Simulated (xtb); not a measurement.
C2H2N3 (SMILES [c]1ncn[nH]1), doublet, geometry from GFN2-xTB, atoms displaced at random by about 0.06 Å a coordinate; xtb with GFN2-xTB.

xtb was given this input:
```
$ xtb mol.xyz --gfn 2 --chrg 0 --uhf 1 --opt --json

# file mol.xyz
7

C     -0.59512665    -0.84628954    -0.42307164
N      0.74330162    -0.78139660    -0.51768581
C      1.04785909     0.30449468     0.17284756
N     -0.03543012     0.92376167     0.52978138
N     -1.00429691     0.22391305     0.12293311
H      2.05104910     0.67394645     0.37653181
H     -1.97899176     0.50362591     0.36856961
```

What the program printed (banner, timings and long lists left out):

```
   ID    Z sym.   atoms
    1    6 C      1, 3
    2    7 N      2, 4, 5
    3    1 H      6, 7

           -------------------------------------------------
          |                Calculation Setup                |
           -------------------------------------------------

           -------------------------------------------------
          |                 G F N 2 - x T B                 |
           -------------------------------------------------

          ...................................................
          :                      SETUP                      :
          :.................................................:
          :  # basis functions                  22          :
          :  # atomic orbitals                  22          :
          :  # shells                           12          :
          :  # electrons                        25          :
          :  max. iterations                   250          :
          :  Hamiltonian                  GFN2-xTB          :
          :  restarted?                      false          :
          :  GBSA solvation                  false          :
          :  PC potential                    false          :
          :  electronic temp.          300.0000000     K    :
          :  accuracy                    1.0000000          :
          :  -> integral cutoff          0.2500000E+02      :
          :  -> integral neglect         0.1000000E-07      :
          :  -> SCF convergence          0.1000000E-05 Eh   :
          :  -> wf. convergence          0.1000000E-03 e    :
          :  Broyden damping             0.4000000          :
          :  net charge                          0          :
          :  unpaired electrons                  1          :
          ...................................................

 iter      E             dE          RMSdq      gap      omega  full diag
   1    -13.9992417 -0.139992E+02  0.458E+00    4.98       0.0  T
   2    -14.0614362 -0.621945E-01  0.425E+00    3.97       1.0  T
   3    -14.1083545 -0.469183E-01  0.232E+00    4.52       1.0  T
   4    -14.1071004  0.125414E-02  0.936E-01    4.54       1.0  T
   5    -14.1091216 -0.202125E-02  0.528E-01    4.55       1.0  T
   6    -14.1101825 -0.106092E-02  0.379E-01    4.51       1.0  T
   7    -14.1110501 -0.867569E-03  0.146E-01    4.55       1.0  T
   8    -14.1111430 -0.928608E-04  0.471E-02    4.54       1.0  T
   9    -14.1111412  0.175141E-05  0.318E-02    4.54       1.2  T
[...]
         :: total energy             -13.925351457180 Eh    ::
 * total energy  :   -13.9253515 Eh     change       -0.4822844E-09 Eh
 * total energy  :   -13.9396225 Eh     change       -0.1427105E-01 Eh
 * total energy  :   -13.9423057 Eh     change       -0.2683232E-02 Eh
 * total energy  :   -13.9425972 Eh     change       -0.2914472E-03 Eh
 * total energy  :   -13.9426953 Eh     change       -0.9812670E-04 Eh
 * total energy  :   -13.9427063 Eh     change       -0.1095531E-04 Eh
 * total energy  :   -13.9427082 Eh     change       -0.1901961E-05 Eh
   *** GEOMETRY OPTIMIZATION CONVERGED AFTER 7 ITERATIONS ***
         :: total energy             -13.942708172826 Eh    ::
[...]
             Fermi-level           -0.3537778 Eh           -9.6268 eV

     #   Z          covCN         q      C6AA      α(0)
     1   6 C        2.294     0.065    28.115     8.605
     2   7 N        1.897    -0.233    26.949     7.696
     3   6 C        3.300     0.126    23.632     7.783
     4   7 N        2.026    -0.211    26.344     7.613
     5   7 N        2.990     0.013    21.017     6.809
     6   1 H        0.927     0.057     2.229     2.335
     7   1 H        0.860     0.182     1.202     1.718

 Mol. C6AA /au·bohr⁶  :        763.536874
 Mol. C8AA /au·bohr⁸  :      17835.408732
 Mol. α(0) /au        :         42.558875

Wiberg/Mayer (AO) data.
largest (>0.10) Wiberg bond orders for each atom

 ---------------------------------------------------------------------------
     #   Z sym  total        # sym  WBO       # sym  WBO       # sym  WBO
 ---------------------------------------------------------------------------
     1   6 C    3.274 --     2 N    1.622     5 N    1.350     4 N    0.210
     2   7 N    3.087 --     1 C    1.622     3 C    1.281
     3   6 C    3.961 --     4 N    1.552     2 N    1.281     6 H    0.958
     4   7 N    3.013 --     3 C    1.552     5 N    1.162     1 C    0.210
     5   7 N    3.625 --     1 C    1.350     4 N    1.162     7 H    0.937
     6   1 H    0.997 --     3 C    0.958
     7   1 H    0.967 --     5 N    0.937
 ---------------------------------------------------------------------------

Topologies differ in total number of bonds
Writing topology from bond orders to xtbtopo.mol

molecular dipole:
                 x           y           z       tot (Debye)
 q only:       -0.637       0.191       0.127
   full:       -0.925       0.219       0.151       2.446
molecular quadrupole (traceless):
                xx          xy          yy          xz          yz          zz
 q only:        4.176       0.602      -2.497       0.210      -0.746      -1.679
  q+dip:        6.553       0.986      -4.415       0.379      -2.061      -2.138
   full:        5.808       1.482      -4.369       0.712      -2.667      -1.439

optimized geometry written to: xtbopt.xyz

           -------------------------------------------------
          | TOTAL ENERGY              -13.942708172826 Eh   |
          | GRADIENT NORM               0.000703146509 Eh/α |
          | HOMO-LUMO GAP               3.909706252245 eV   |
           -------------------------------------------------

normal termination of xtb
```
